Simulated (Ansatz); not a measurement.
Compare A (`Br[SiH]1BC1`) with its isomer B (`BrC1B[SiH2]1`).

Calculated with Ansatz (gas phase, PBE0-D4/def2-TZVP geometries, no zero-point term in ΔE). CBS: MP2 limit from def2 TZ/QZ plus the TZ coupled-cluster correction, frozen cores. Functionals use def2-TZVPP. B3LYP here is the variant with VWN-RPA as its local correlation; programs differ in this. For Br outer-core shells are correlated without core-valence functions, which leaves a few kJ/mol of doubt a bond. Scalar relativity is left out up to krypton.

Task: Which is lower in electronic energy at CCSD(T)/CBS, and by how much? (An estimate is asked.)

Result: Ansatz gave: A, by 153.4 kJ/mol.

Task: Give E(B) − E(A) in kJ/mol with HF/def2-TZVPP, ωB97M-V, r2SCAN-D4, BLYP-D4, B3LYP-D4, PBE-D4, CCSD(T)/def2-SVP. (Estimate.)

Result: Computed: HF/def2-TZVPP 158.3, ωB97M-V 155.7, r2SCAN-D4 154.7, BLYP-D4 139.9, B3LYP-D4 147.2, PBE-D4 146.0, CCSD(T)/def2-SVP 145.7. None reverses the order clearly.

Task: Does the order hold for the free energy at 298.15 K (harmonic terms from PBE0-D4)? (Best estimate.)

Result: Computed: Yes: G(B) − G(A) = +146.4 kJ/mol.

Largest T1 diagnostic: 0.012.

From BLYP to BHLYP (50 % exact exchange), in def2-TZVPP and without D4, E(B) − E(A) moves by +13.6 kJ/mol. At CCSD(T), def2-SVP lies −7.7 kJ/mol from the extrapolated value and def2-TZVPP −4.9 kJ/mol.
